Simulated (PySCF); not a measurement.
TDDFT excited states: CH9ClSi3

CH9ClSi3.
SMILES: `C[SiH2][Si@H]([SiH3])Cl`

The calculation used PySCF, TDDFT B3LYP/def2-SVPD, vertical, gas phase, core orbitals frozen in the response. Isolated species at its PBE0-D3(BJ)/def2-SVP geometry (one conformer only). Torsions of this conformer, `[CH3:1][SiH2:2][Si@H:3]([SiH3:4])[Cl:5]`: C1–Si2–Si3–Si4 -59°.

| state | E (eV) | ν̃ (cm⁻¹) | f | main configurations (H = HOMO, L = LUMO) |
| --- | --- | --- | --- | --- |
| S1 | 5.41 | 43640 | 0.0023 | H→L (98%) |
| S2 | 6.13 | 49430 | 0.013 | H-1→L (97%) |
| S3 | 6.31 | 50860 | 0.091 | H→L+1 (88%) |
| S4 | 6.65 | 53670 | 0.121 | H→L+2 (86%) |
| S5 | 6.73 | 54300 | 0.058 | H→L+3 (89%) |
| S6 | 6.94 | 56000 | 0.049 | H→L+4 (93%) |
| S7 | 7.03 | 56720 | 0.0047 | H-1→L+1 (86%) |
| S8 | 7.22 | 58260 | 0.035 | H-2→L (80%) |
| S9 | 7.30 | 58900 | 0.013 | H-3→L (68%), H-1→L+2 (21%) |
| S10 | 7.36 | 59400 | 0.092 | H-1→L+2 (55%), H-3→L (24%) |

Triplets, Tamm–Dancoff:

```csv
state,E (eV),λ (nm),"main configurations (H = HOMO, L = LUMO)"
T1,4.92,252.1,H→L (97%)
T2,5.64,219.9,H→L+1 (91%)
T3,5.68,218.1,H-1→L (91%)
T4,6.18,200.6,"H→L+2 (77%), H→L+3 (10%)"
```

The lowest singlet comes at 229 nm (522 kJ/mol) in the ultraviolet; it is very weak; its leading configuration is HOMO→LUMO (98%). The most intense listed level is S4 at 6.65 eV (186 nm, f = 0.121), 1.24 eV above S1. Löwdin shares by element: HOMO silicon 59%, chlorine 23% (atoms not listed hold the other 18%); LUMO silicon 55%, chlorine 17% (atoms not listed hold the other 28%). Weighted by f, the mean energy of these states is 6.80 eV. The listed states span 1.95 eV, and the widest gap between neighbours is 0.72 eV (S1 to S2). Of the 10 states listed, 8 reach f = 0.01 and none stays under 0.0005. The vertical ionisation energy (ΔSCF) is 9.35 eV, 1.98 eV above S10. Singlets were solved by full linear response, triplets in the Tamm–Dancoff approximation.
